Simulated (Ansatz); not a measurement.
A set of 12 reactions (bond dissociation), with CCSD(T)/CBS values in kJ/mol:

```csv
reaction,ΔE
`F[SiH](F)Cl` → F• + `F[SiH]Cl`•,686.1
`FCC(F)Br` → `F[CH]Br`• + `[CH2]F`•,405.4
`NCN[SiH2]N` → `[CH2]N`• + `[NH][SiH2]N`•,388.2
`F[Si](F)(Cl)[SiH](Cl)Cl` → `F[Si](F)Cl`• + `Cl[SiH]Cl`•,344.2
`S[SiH](Cl)Cl` → H• + `S[Si](Cl)Cl`•,401.2
`[GeH3][GeH3]` → 2 `[GeH3]`•,317.9
`CO[Si](F)(F)F` → `C[O]`• + `F[Si](F)F`•,557.1
`F[SiH](F)Cl` → Cl• + `F[SiH]F`•,505.0
`[OH][InH][F]` → `[F][InH]`• + `[OH]`•,389.8
`NB(O)C1C=C1` → `N[B]O`• + `[CH]1C=C1`•,440.6
`Cl[SiH2][SiH2][GeH3]` → `[GeH3]`• + `[SiH2][SiH2]Cl`•,322.3
`CC(C)[O][InH][NH2]` → `[NH2][InH]`• + `CC(C)[O]`•,362.6
```

Calculated with Ansatz (gas phase, PBE0-D4/def2-TZVP geometries, no zero-point term in ΔE). CCSD(T)/CBS adds triple-zeta CCSD(T) − MP2 to the extrapolated MP2 energy (def2 sets, frozen cores). This one scheme is used for every species, atoms too. Functionals use def2-TZVPP. B3LYP here is the variant with VWN-RPA as its local correlation; programs differ in this. Open shells (•) are unrestricted, without spin–orbit coupling. Spin–orbit coupling would lower the free atoms: a little for Cl, F. Elements past krypton have def2 core potentials. Bonds to Br, Ge, In are less sure, by a few kJ/mol each and by 10 to 20 or more in all where they break to atoms, as the def2 sets lack core-valence functions. Scalar relativity is left out up to krypton. Each species was taken in one conformer, which may not be the lowest.

(1) Give the mean, mean absolute and largest difference (level minus CCSD(T)/CBS, kJ/mol) for: PBE0-D4, ωB97X-V, PBE, r2SCAN, PBE0, B3LYP, HF/def2-TZVPP, MP2/def2-TZVPP, SCS-MP2/def2-TZVPP, CCSD/def2-TZVPP, CCSD(T)/def2-TZVPP, MP2/def2-QZVPP, MP2/CBS(def2), CCSD/CBS(def2). (Best estimate.)

The largest T1 diagnostic in the set is 0.021, for `[F][InH]`• (customary mark 0.045).

CCSD(T)/CBS is a level of theory with its own doubt, and the functionals carry their triple-zeta basis error, so these figures describe this set and don't rank the functionals.

Answers

(1) Computed: 
```csv
level,mean,mean absolute,largest
PBE0-D4,-26.0,26.0,-46.4
ωB97X-V,-9.1,9.3,-24.9
PBE,-34.2,34.2,-62.6
r2SCAN,-36.4,36.4,-54.9
PBE0,-32.3,32.3,-55.4
B3LYP,-41.8,41.8,-66.9
HF/def2-TZVPP,-127.6,127.6,-169.5
MP2/def2-TZVPP,5.1,11.8,22.4
SCS-MP2/def2-TZVPP,-0.8,6.3,10.1
CCSD/def2-TZVPP,-21.3,21.3,-33.3
CCSD(T)/def2-TZVPP,-13.1,13.1,-20.0
MP2/def2-QZVPP,12.6,15.5,32.5
MP2/CBS(def2),18.2,19.6,40.5
CCSD/CBS(def2),-8.2,8.3,-13.3
```
